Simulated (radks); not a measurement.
Isoelectronic series with 2 electrons, each ion in its NIST ground configuration. All-electron calculation, scalar-relativistic Kohn-Sham, SCAN, spin-polarised, spherical densities, finite nucleus; meta-GGA in the generalised Kohn-Sham scheme; Fermi nuclear charge, rms radius of each element as measured or else 0.836 A^(1/3) + 0.57 fm. Program: a radial shooting solver on a logarithmic mesh with Libxc functionals. Total energies (hartree) and mean radii <r> (bohr):

ion    configuration  E (hartree)       1s
He              [He]     -2.90510   0.9358
N5+             [He]    -44.81240   0.2267
Mg10+           [He]   -136.91872   0.1288
Cl15+           [He]   -279.60316  0.08984
Ti20+           [He]   -473.45411  0.06881
Rb35+           [He]  -1371.35254  0.03997
Mo40+           [He]  -1780.51945  0.03491
Ag45+           [He]  -2247.59078  0.03089
Te50+           [He]  -2774.88867  0.02763
La55+           [He]   -3365.1950  0.02491
